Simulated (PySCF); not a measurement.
**Two-photon absorption: SMILES C#CC(=O)/C=C\[O-], [C5H3O2]-, charge -1**

Geometry (Å), atoms numbered from 1 in this order:
```xyz
10

C    -2.373   -0.128   -0.336
C    -1.287    0.302   -0.054
C    -0.100    1.036    0.347
O    -0.239    2.213    0.741
C     1.122    0.346    0.254
C     1.298   -0.967   -0.183
O     0.470   -1.798   -0.575
H    -3.267   -0.608   -0.612
H     2.007    0.896    0.556
H     2.380   -1.286   -0.161
```

Total charge -1.

Level of theory: TDDFT B3LYP/def2-SVPD excited states, vertical, gas phase (PySCF). Geometry: GFN2-xTB.

For a gas-phase anion, states above the detachment energy (about 1.3 eV, taken as minus the energy of the highest occupied orbital) lie in the continuum and depend on the basis.

Q: How strongly do the lowest singlets absorb one photon, and two photons of half the energy?

A: δ for parallel linear polarisation; σ at the peak of a Lorentzian of half width 0.1 eV, single beam; Ω is circular over linear.
```csv
state,E (eV),f,photon λ (nm),δ (au),σ (GM),Ω,main
S1,3.55,0.000,699,0.19,0.00,1.50,HOMO−1→LUMO 0.96
S2,4.06,0.000,611,0.54,0.00,1.50,HOMO−2→LUMO 0.97
S3,4.10,0.223,605,122,0.75,0.92,HOMO→LUMO 0.95
S4,4.83,0.001,514,75,0.64,1.50,"HOMO→LUMO+1 0.54, HOMO→LUMO+2 0.46"
S5,5.02,0.006,494,6.01,0.06,1.50,"HOMO→LUMO+2 0.53, HOMO→LUMO+1 0.45"
```

Among these, the strongest one-photon state is S3, the strongest two-photon state S3.
